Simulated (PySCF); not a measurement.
AlBFH$_{2}$ (calculated)

Calculation on a computer-drawn molecule: vertical ionisation energy to the stated ion spin, frozen-core CCSD(T) at the basis limit and cheaper methods, single-reference cases, UHF for radicals, no spin-orbit; all values are single points at the evaluated structure, the first of each entry, which is the reference or a displaced copy of it and isn't optimised; the reference structure only sets the zero of the energies above reference; triples share is (T) over the correlation energy. Program: PySCF 2.14.0.

Common to all runs: charge 1; multiplicity 1; ion multiplicity 2; diffuse functions no; basis cc-pV(n+d)Z; reference is the Hartree-Fock double-zeta minimum; best is HF at quadruple zeta + MP2 correlation extrapolated from triple and quadruple zeta + CCSD(T) minus MP2 at triple zeta; basis step is the size of the change from the same recipe one zeta lower.

(1) AlBFH$_{2}$

Evaluated structure:
```xyz
5
AlBFH2
F      0.4289     1.1764     2.5540
B      0.5853     1.9575     1.6373
Al    -0.1260     1.2121    -0.7845
H      0.9175     3.2340     1.8299
H     -0.5402     0.6816    -2.3045
```

Reference structure:
```xyz
5
AlBFH2
F      0.4883     1.1771     2.5800
B      0.5554     2.0790     1.6455
Al    -0.0289     1.3485    -0.3616
H      0.8980     3.2005     1.8341
H     -0.4352     0.8486    -1.7729
```

It finds ionisation energy best 15.41 eV; ionisation energy basis step 0.02618 eV; energy above reference best 19.47 kcal/mol; energy above reference basis step 0.7271 kcal/mol; ionisation energy Koopmans at triple zeta 15.28 eV; ionisation energy EOM CCSD at triple zeta 15.38 eV; total energy HF triple zeta -366.9816 hartree; total energy CCSD(T) triple zeta -367.4117 hartree; total energy best -367.4794 hartree; T1 diagnostic at triple zeta 0.01534; D1 diagnostic at triple zeta 0.03649; ion T1 diagnostic at triple zeta 0.02674; ion D1 diagnostic at triple zeta 0.07876; ion spin squared at triple zeta 0.842; triples share at triple zeta 0.03103; basis functions triple zeta 127.

Drawn bonds:
```csv
atom,other atom,order
1,2,1
2,3,1
2,4,1
3,5,1
```

Triple zeta:
```csv
method,ionisation energy (eV),energy above reference (kcal/mol)
HF,14.46,19.72
PBE,15.08,16.15
r2SCAN,15.1,17.59
B3LYP,15.25,17.94
wB97X,15.25,20.73
MP2,15.23,21
CCSD,15.28,19.71
CCSD(T),15.3,19.35
```

(2) AlBFH$_{2}$

Evaluated structure:
```xyz
5
AlBFH2
F      0.5453     1.2998     2.5763
B      0.5331     2.0239     1.6700
Al    -0.0033     1.2307    -0.2601
H      1.0159     3.1758     1.9742
H     -0.3606     0.9360    -1.8665
```

Reference structure:
```xyz
5
AlBFH2
F      0.4883     1.1771     2.5800
B      0.5554     2.0790     1.6455
Al    -0.0289     1.3485    -0.3616
H      0.8980     3.2005     1.8341
H     -0.4352     0.8486    -1.7729
```

It finds ionisation energy best 16.12 eV; ionisation energy basis step 0.01712 eV; energy above reference best 21.94 kcal/mol; energy above reference basis step 1.45 kcal/mol; ionisation energy Koopmans at triple zeta 16.28 eV; ionisation energy EOM CCSD at triple zeta 16.08 eV; total energy HF triple zeta -366.9784 hartree; total energy CCSD(T) triple zeta -367.4059 hartree; total energy best -367.4755 hartree; T1 diagnostic at triple zeta 0.01379; D1 diagnostic at triple zeta 0.03501; ion T1 diagnostic at triple zeta 0.02611; ion D1 diagnostic at triple zeta 0.072; ion spin squared at triple zeta 0.8474; triples share at triple zeta 0.02879; basis functions triple zeta 127.

Drawn bonds:
```csv
atom,other atom,order
1,2,1
2,3,1
2,4,1
3,5,1
```

Triple zeta:
```csv
method,ionisation energy (eV),energy above reference (kcal/mol)
HF,15.32,21.72
PBE,15.61,21.79
r2SCAN,15.66,21.51
B3LYP,15.86,21.87
wB97X,15.95,22.72
MP2,15.99,23.84
CCSD,16.02,22.71
CCSD(T),16,23
```

(3) AlBFH$_{2}$

Evaluated structure:
```xyz
5
AlBFH2
F      0.4538     1.1418     2.5317
B      0.5602     2.0887     1.6731
Al    -0.1202     1.1422    -0.7520
H      0.8662     3.2097     1.8608
H     -0.5700     0.7679    -2.1181
```

Reference structure:
```xyz
5
AlBFH2
F      0.4883     1.1771     2.5800
B      0.5554     2.0790     1.6455
Al    -0.0289     1.3485    -0.3616
H      0.8980     3.2005     1.8341
H     -0.4352     0.8486    -1.7729
```

Drawn bonds:
```csv
atom,other atom,order
1,2,1
2,3,1
2,4,1
3,5,1
```

(4) AlBFH$_{2}$

Evaluated structure:
```xyz
5
AlBFH2
F      0.4901     1.2150     2.6080
B      0.5834     1.9983     1.6075
Al     0.0333     1.2356    -0.3919
H      0.8257     3.1882     1.6973
H     -0.4372     0.7925    -1.7769
```

Reference structure:
```xyz
5
AlBFH2
F      0.4883     1.1771     2.5800
B      0.5554     2.0790     1.6455
Al    -0.0289     1.3485    -0.3616
H      0.8980     3.2005     1.8341
H     -0.4352     0.8486    -1.7729
```

Drawn bonds:
```csv
atom,other atom,order
1,2,1
2,3,1
2,4,1
3,5,1
```

To be estimated
1. Give the missing total energy HF triple zeta for AlBFH$_{2}$ (entry 3).
2. What energy above reference basis step does the calculation give for AlBFH$_{2}$ (entry 3)?
3. Estimate the ionisation energy basis step of AlBFH$_{2}$ (entry 3).
4. What ion T1 diagnostic at triple zeta does the calculation give for AlBFH$_{2}$ (entry 3)?
5. Estimate the energy above reference best of AlBFH$_{2}$ (entry 4).
6. Give the missing ionisation energy best for AlBFH$_{2}$ (entry 4).
7. Estimate the ion T1 diagnostic at triple zeta of AlBFH$_{2}$ (entry 4).

## Answers
1. -366.9924 hartree
2. 0.01784 kcal/mol
3. 0.02705 eV
4. 0.02336
5. 1.003 kcal/mol
6. 16.39 eV
7. 0.02568

Further results for AlBFH$_{2}$ (entry 3):

* ionisation energy best: 15.55 eV
* energy above reference best: 13.38 kcal/mol
* ionisation energy Koopmans at triple zeta: 15.35 eV
* ionisation energy EOM CCSD at triple zeta: 15.51 eV
* total energy CCSD(T) triple zeta: -367.4219 hartree
* total energy best: -367.4891 hartree
* T1 diagnostic at triple zeta: 0.0157
* D1 diagnostic at triple zeta: 0.04039
* ion D1 diagnostic at triple zeta: 0.07542
* ion spin squared at triple zeta: 0.7818
* triples share at triple zeta: 0.03097
* basis functions triple zeta: 127

Triple zeta:
```csv
method,ionisation energy (eV),energy above reference (kcal/mol)
HF,14.6,12.91
PBE,15.25,11.41
r2SCAN,15.25,12.05
B3LYP,15.43,11.86
wB97X,15.39,14.1
MP2,15.31,13.68
CCSD,15.42,13.32
CCSD(T),15.44,12.99
```

Further results for AlBFH$_{2}$ (entry 4):

- ionisation energy basis step: 0.02368 eV
- energy above reference basis step: 0.2033 kcal/mol
- ionisation energy Koopmans at triple zeta: 16.52 eV
- ionisation energy EOM CCSD at triple zeta: 16.35 eV
- total energy HF triple zeta: -367.0119 hartree
- total energy CCSD(T) triple zeta: -367.4409 hartree
- total energy best: -367.5088 hartree
- T1 diagnostic at triple zeta: 0.01474
- D1 diagnostic at triple zeta: 0.04214
- ion D1 diagnostic at triple zeta: 0.08521
- ion spin squared at triple zeta: 0.8001
- triples share at triple zeta: 0.02949
- basis functions triple zeta: 127

Triple zeta:
```csv
method,ionisation energy (eV),energy above reference (kcal/mol)
HF,15.62,0.7006
PBE,15.87,1.071
r2SCAN,15.93,0.9085
B3LYP,16.14,0.9466
wB97X,16.21,1.016
MP2,16.22,1.122
CCSD,16.29,1.006
CCSD(T),16.27,1.079
```
